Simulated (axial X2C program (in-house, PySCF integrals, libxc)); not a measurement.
## Photoelectron levels of TeC by EOM-IP-CCSD

Computed with an axial X2C code built on PySCF integrals: two-component X2C with atomic mean-field Coulomb and Gaunt terms, Gaussian nuclei, basis Te dyall-cv3z, C dyall-v3z with contracted cores.

R = 2.056 Å (1.090 times 1.886 Å, the PBE0 minimum at charge 0 for the lowest determinant).

Vertical ionisation energies of TeC to the states of TeC⁺:

```tsv
Ω of TeC⁺	vertical IE (eV)	above lowest (cm⁻¹)	ionised spinor	one-hole weight
1/2	10.293	0	46% C pσ, 17% Te pπ, 16% Te pσ	0.91
3/2	10.382	717	63% Te pπ, 34% C pπ	0.96
1/2	10.719	3439	66% Te pπ, 13% C pπ, 10% C pσ	0.94
```

Take the first Ω = 1/2 and Ω = 3/2 rows of π character: how far apart are they, and which lies lower?

E(3/2) − E(1/2) = 717 − 3439 = -2722 cm⁻¹ at EOM-IP-CCSD: inverted, Ω = 3/2 lower. Splittings at this level can be off by ten to twenty per cent.

This point took 18 s on 1 thread of Arm Neoverse V2, on a shared host.

Reference electrons by ω block (each with its −ω partner): 1/2: 19, 3/2: 8, 5/2: 2. 20 electrons of TeC correlated (inner shells frozen), 82 natural virtual spinors (a truncated set); levels can be off by some tenths of an eV. Roots sought by Ω: (1/2: 4, 3/2: 3, 5/2: 1); rows need 60 % one-particle weight and stop where some Ω has no more roots. Missing are any skipped roots, higher Ω and states of a further excitation; these come out far too high here and may in truth be low or lowest. T1 of the reference 0.035 (Lee–Taylor). Number of frozen shells: Te 4 s, 3 p, 1 d; C 1 s. Large amplitudes in the reference (orbital relaxation or multireference character) lower the reliability.
